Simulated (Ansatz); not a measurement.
Reaction (hydrogenolysis of the Al–C bond): `[CH3][Al]1[CH2][SiH2]1` + H₂ → `[CH2]1[AlH][SiH2]1` + CH₄

Calculated with Ansatz (gas phase, PBE0-D4/def2-TZVP geometries, no zero-point term in ΔE). CBS: MP2 limit from def2 TZ/QZ plus the TZ coupled-cluster correction, frozen cores. This one scheme is used for every species. Functionals use def2-TZVPP.

| level | ΔE (kJ/mol) |
| --- | --- |
| PBE-D4 | -17.2 |
| revPBE | -22.4 |

(1) What does CCSD(T)/CBS give? (Best estimate.)

Largest T1 diagnostic among the species: 0.013.

## Answers

(1) The calculation gave: -20.2 kJ/mol. The listed levels differ from it by 3.0, -2.2 kJ/mol.

In def2-TZVPP, CCSD(T) changes the Hartree–Fock value by +23.4 kJ/mol (the triples alone add +4.6 kJ/mol) and MP2 by +29.3 kJ/mol. From BLYP to BHLYP (50 % exact exchange), in def2-TZVPP and without D4, ΔE moves by −6.9 kJ/mol.
